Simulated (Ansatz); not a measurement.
Born–Oppenheimer molecular dynamics of ClFH4Sn (7 atoms, charge 0, multiplicity 1). It starts at the highest image of a converged band. Of that band: A vibrational analysis at the climbing image gives 2 clearly imaginary modes (830i, 149i cm⁻¹): a point of higher order, so a lower path passes nearby.

Computed with RHF/def2-SVP (Ansatz 0.2.0).

```json
{
 "ensemble": "NVE (velocity Verlet)",
 "time step": "0.5 fs",
 "steps asked": "200",
 "starting velocities drawn for": "100 K",
 "seed": "10770"
}
```

First frame:

```xyz
7
Properties=species:S:1:pos:R:3
Sn -0.212 0.000 -0.260
Cl -0.051 0.000 2.757
H 1.436 0.000 0.108
H -0.714 1.445 -0.987
H -0.714 -1.445 -0.987
F -1.941 0.000 0.992
H -1.377 0.000 1.948
```

Problem. What does the run give?

Solution. All steps were run.

```yaml
steps_done: 200
time_covered: 100 fs
mean_temperature_over_the_second_half: 1114 K
spread_of_the_potential_energy_over_the_second_half: 12.7 meV per atom
mean_potential_energy_of_the_second_half_above_the_start: -93.7 meV per atom
```

The conserved energy stayed within 0.12 meV per atom of its start (net change 0.052 meV per atom), so the integration is sound. The kinetic energy rose, since the run started high on the potential surface and went downhill. It ends in pieces (ClH + FH3Sn), so much of that is their flight and rotation, not heat. A run of 0.1 ps of so small a system gives no equilibrium averages. The orbitals stay closed-shell, which can raise the energy where a bond breaks towards radicals; this wasn't checked here.

Problem. What happens to the structure?

Solution. Between its relaxed ends the band would form Sn1–F6, Cl2–H7 and break Sn1–Cl2, F6–H7. These pairs go: Sn1–F6 2.13 → 1.88 Å, Cl2–H7 1.55 → 1.23 Å, Sn1–Cl2 3.02 → 4.19 Å, F6–H7 1.11 → 3.27 Å. In the last frame they stand as after the step (other bonds may differ from the relaxed reactants and products). It ends as ClH + FH3Sn. Pairs count as bonded within 1.25 times the sum of covalent radii (0.12 Å more for H–H). Another seed would give other details.

Problem. How do temperature and energy run in time?

Solution. 
```json
{"time (fs)": "0", "T (K)": "100", "potential energy less start (eV)": "0.000", "conserved less start (meV/atom)": "0.00"}
{"time (fs)": "3", "T (K)": "72", "potential energy less start (eV)": "0.018", "conserved less start (meV/atom)": "0.02"}
{"time (fs)": "6", "T (K)": "73", "potential energy less start (eV)": "0.018", "conserved less start (meV/atom)": "0.02"}
{"time (fs)": "9", "T (K)": "114", "potential energy less start (eV)": "-0.009", "conserved less start (meV/atom)": "0.00"}
{"time (fs)": "12", "T (K)": "115", "potential energy less start (eV)": "-0.010", "conserved less start (meV/atom)": "0.01"}
{"time (fs)": "15", "T (K)": "186", "potential energy less start (eV)": "-0.055", "conserved less start (meV/atom)": "0.02"}
{"time (fs)": "18", "T (K)": "303", "potential energy less start (eV)": "-0.132", "conserved less start (meV/atom)": "-0.02"}
{"time (fs)": "21", "T (K)": "350", "potential energy less start (eV)": "-0.161", "conserved less start (meV/atom)": "0.04"}
{"time (fs)": "24", "T (K)": "533", "potential energy less start (eV)": "-0.280", "conserved less start (meV/atom)": "-0.09"}
{"time (fs)": "27", "T (K)": "548", "potential energy less start (eV)": "-0.290", "conserved less start (meV/atom)": "0.03"}
{"time (fs)": "30", "T (K)": "641", "potential energy less start (eV)": "-0.350", "conserved less start (meV/atom)": "-0.04"}
{"time (fs)": "33", "T (K)": "647", "potential energy less start (eV)": "-0.354", "conserved less start (meV/atom)": "-0.02"}
{"time (fs)": "36", "T (K)": "624", "potential energy less start (eV)": "-0.339", "conserved less start (meV/atom)": "-0.01"}
{"time (fs)": "39", "T (K)": "661", "potential energy less start (eV)": "-0.363", "conserved less start (meV/atom)": "-0.09"}
{"time (fs)": "42", "T (K)": "609", "potential energy less start (eV)": "-0.329", "conserved less start (meV/atom)": "0.04"}
{"time (fs)": "45", "T (K)": "735", "potential energy less start (eV)": "-0.411", "conserved less start (meV/atom)": "-0.09"}
{"time (fs)": "48", "T (K)": "781", "potential energy less start (eV)": "-0.440", "conserved less start (meV/atom)": "0.04"}
{"time (fs)": "51", "T (K)": "907", "potential energy less start (eV)": "-0.522", "conserved less start (meV/atom)": "-0.06"}
{"time (fs)": "54", "T (K)": "936", "potential energy less start (eV)": "-0.540", "conserved less start (meV/atom)": "0.01"}
{"time (fs)": "57", "T (K)": "989", "potential energy less start (eV)": "-0.575", "conserved less start (meV/atom)": "-0.04"}
{"time (fs)": "60", "T (K)": "993", "potential energy less start (eV)": "-0.577", "conserved less start (meV/atom)": "-0.07"}
{"time (fs)": "63", "T (K)": "944", "potential energy less start (eV)": "-0.545", "conserved less start (meV/atom)": "0.03"}
{"time (fs)": "66", "T (K)": "1009", "potential energy less start (eV)": "-0.588", "conserved less start (meV/atom)": "-0.08"}
{"time (fs)": "69", "T (K)": "963", "potential energy less start (eV)": "-0.557", "conserved less start (meV/atom)": "0.08"}
{"time (fs)": "72", "T (K)": "1106", "potential energy less start (eV)": "-0.650", "conserved less start (meV/atom)": "-0.06"}
{"time (fs)": "75", "T (K)": "1139", "potential energy less start (eV)": "-0.671", "conserved less start (meV/atom)": "0.02"}
{"time (fs)": "78", "T (K)": "1245", "potential energy less start (eV)": "-0.740", "conserved less start (meV/atom)": "-0.04"}
{"time (fs)": "81", "T (K)": "1315", "potential energy less start (eV)": "-0.786", "conserved less start (meV/atom)": "-0.08"}
{"time (fs)": "84", "T (K)": "1256", "potential energy less start (eV)": "-0.747", "conserved less start (meV/atom)": "0.04"}
{"time (fs)": "87", "T (K)": "1295", "potential energy less start (eV)": "-0.773", "conserved less start (meV/atom)": "-0.08"}
{"time (fs)": "90", "T (K)": "1186", "potential energy less start (eV)": "-0.701", "conserved less start (meV/atom)": "0.07"}
{"time (fs)": "93", "T (K)": "1208", "potential energy less start (eV)": "-0.716", "conserved less start (meV/atom)": "-0.05"}
{"time (fs)": "96", "T (K)": "1182", "potential energy less start (eV)": "-0.699", "conserved less start (meV/atom)": "0.03"}
{"time (fs)": "99", "T (K)": "1269", "potential energy less start (eV)": "-0.756", "conserved less start (meV/atom)": "-0.05"}
```

Run time: 8.5 min on 1 thread of Intel(R) Xeon(R) Platinum 8259CL CPU @ 2.50GHz (Skylake/Cascade Lake), with other jobs on the host, peak memory 0.18 GiB.
